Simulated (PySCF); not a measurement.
## Broadened absorption spectrum of N-(3-methylbutyl)acetamide

Species: N-(3-methylbutyl)acetamide, C₇H₁₅NO.
Structure used (PBE0-D3(BJ)/def2-SVP), in Å, numbered top down from 1:
```xyz
24
C7H15NO angstrom
C      3.9327    0.0216    0.6807
C      2.4904    0.4668    0.7901
O      2.0383    0.9845    1.7922
N      1.7383    0.2338   -0.3239
C      0.3269    0.5198   -0.3759
C     -0.5341   -0.7355   -0.4303
C     -2.0365   -0.4698   -0.5377
C     -2.5758    0.2995    0.6644
C     -2.7960   -1.7775   -0.7295
H      4.4046    0.4048   -0.2368
H      3.9932   -1.0779    0.6584
H      4.4804    0.3891    1.5557
H      2.1656   -0.2450   -1.1056
H      0.1132    1.1004    0.5321
H      0.1038    1.1687   -1.2422
H     -0.2199   -1.3501   -1.2936
H     -0.3308   -1.3435    0.4694
H     -2.2006    0.1506   -1.4398
H     -3.6602    0.4657    0.5718
H     -2.4028   -0.2628    1.5972
H     -2.1003    1.2847    0.7793
H     -2.4481   -2.3209   -1.6220
H     -2.6567   -2.4413    0.1401
H     -3.8768   -1.6011   -0.8424
```

Computed with TDDFT PBE0/def2-SVPD, vertical, gas phase, core orbitals frozen in the response in PySCF.

Each state is given a Gaussian of 0.4 eV full width at half maximum, with ε(max) = 2.175×10⁸ f / Δν̃ (Δν̃ the width in cm⁻¹). The width is an assumption, not a result. The curve ends short of the highest state used, and states not computed would add to its high-energy end.

E (eV), ε (L mol⁻¹ cm⁻¹) and a bar:
```
     5.18          0 
     5.24          0 
     5.31          1 
     5.38          4 
     5.45         10 
     5.52         20 
     5.59         34 
     5.66         48 
     5.73         59 
     5.80         60 
     5.86         54 
     5.93         41 
     6.00         28 
     6.07         22 
     6.14         30 
     6.21         63 
     6.28        132 
     6.35        252 #
     6.42        434 #
     6.49        688 ##
     6.55        979 ##
     6.62       1471 ###
     6.69       2296 #####
     6.76       3737 ########
     6.83       6016 #############
     6.90       8969 ####################
     6.97      11828 ##########################
     7.04      13479 ##############################
     7.11      13171 #############################
     7.17      11457 #########################
```

(1) Locate the maxima and give the states behind the curve.

(2) Coming from long wavelengths, where does ε first pass 100 L mol⁻¹ cm⁻¹?

(3) On this curve, what absorbance would a 10⁻⁴ mol/L sample give at 222 nm over a 1 cm path?

Results:

(1) 215 nm (5.78 eV), ε about 61, made up of S1 (100%); 176 nm (7.06 eV), ε about 14000, made up of S4 (98%) (ε in L mol⁻¹ cm⁻¹; maxima over ε = 5, shares over 10%). The states used: S1 5.78 eV (f 0.0009); S2 6.52 eV (f 0.0040); S3 6.72 eV (f 0.014); S4 7.06 eV (f 0.197); S5 7.36 eV (f 0.0095); S6 7.46 eV (f 0.0042); S7 7.58 eV (f 0.011); S8 7.64 eV (f 0.021); S9 7.68 eV (f 0.018); S10 7.77 eV (f 0.0072).

(2) At about 198 nm (6.25 eV), 0.48 eV above S1.

(3) 222 nm is 5.585 eV, where ε is about 32 L mol⁻¹ cm⁻¹, so A = ε c l ≈ 0.0032 (Beer–Lambert, with the gas-phase spectrum and the assumed width).

The vertical ionisation energy (ΔSCF) is 9.19 eV, 1.42 eV above S10.

One conformer stands for the species.
